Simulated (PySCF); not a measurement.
GaFClBr, SMILES [Ga]([Cl])([Br])[F]. Heavy atoms are numbered as in [Ga:1]([F:2])([Cl:3])[Br:4].

Geometry: PBE0-D3(BJ)/def2-SVP. The structure was generated by enumeration; whether it is a known compound was not checked.

Method: PBE/pcSseg-1 in PySCF.

GIAO shieldings, no solvent; atoms alike by connectivity are averaged. δ = σ(ref) − σ: ¹⁹F against CFCl3 (σ = 133.6 ppm); ³⁵Cl against HCl (σ = 936.5 ppm), references at their B3LYP-D3(BJ)/def2-TZVP geometries, non-relativistic (without spin–orbit terms, shifts of atoms bonded to Cl or Br come out too high).

```
nucleus  atoms  count  δ (ppm)
-------  -----  -----  -------
¹⁹F         F2      1   -102.0
³⁵Cl       Cl3      1    119.1
```
